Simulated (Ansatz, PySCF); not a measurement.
Dissociation curve of CaH, doublet.

Methods: UKS-B3LYP/6-31G* = unrestricted B3LYP/6-31G*, spherical d (PySCF); UCCSD(T) = PySCF with CCSD(T) on UHF/def2-TZVP, 5 core orbitals frozen; UKS-PBE = unrestricted PBE/def2-TZVP (Ansatz, a program for electronic structure); UMP2/6-31G* = unrestricted MP2 (frozen core)/6-31G*, spherical d run with PySCF.

Energies are in eV, each relative to the lowest point of its own curve near equilibrium.

| R / Å | UKS-B3LYP/6-31G* | UCCSD(T) | UKS-PBE | UMP2/6-31G* |
|---|---|---|---|---|
| 1.58 | 1.570 | 1.001 | 0.775 | 1.710 |
| 1.71 | 0.779 | 0.433 | 0.308 | 0.860 |
| 1.79 | 0.464 | 0.220 | 0.142 | 0.518 |
| 1.87 | 0.247 | 0.086 | 0.045 | 0.280 |
| 1.93 | 0.136 | 0.029 | 0.010 | 0.158 |
| 1.99 | 0.062 | 0.000 | 0.000 | 0.075 |
| 2.07 | 0.010 | 0.000 | 0.019 | 0.014 |
| 2.12 | 0.000 | 0.017 | 0.046 | 0.000 |
| 2.20 | 0.012 | 0.066 | 0.108 | 0.009 |
| 2.30 | 0.064 | 0.155 | 0.211 | 0.062 |
| 2.44 | 0.183 | 0.312 | 0.382 | 0.190 |
| 2.72 | 0.494 | 0.664 | 0.761 | 0.544 |

At the longest distance, 2.72 Å, UKS-PBE lies highest above its minimum (0.761 eV) and UKS-B3LYP/6-31G* lowest (0.494 eV).

The scan ran from 1.58 to 7.90 Å; beyond the distances shown one of the unrestricted levels run for this scan, shown here or not, changes its spin distribution in one step. The unrestricted determinant behind UMP2/6-31G* is spin-contaminated at 2.72 Å (<S²> up to 0.9, against 0.75 for a pure doublet).
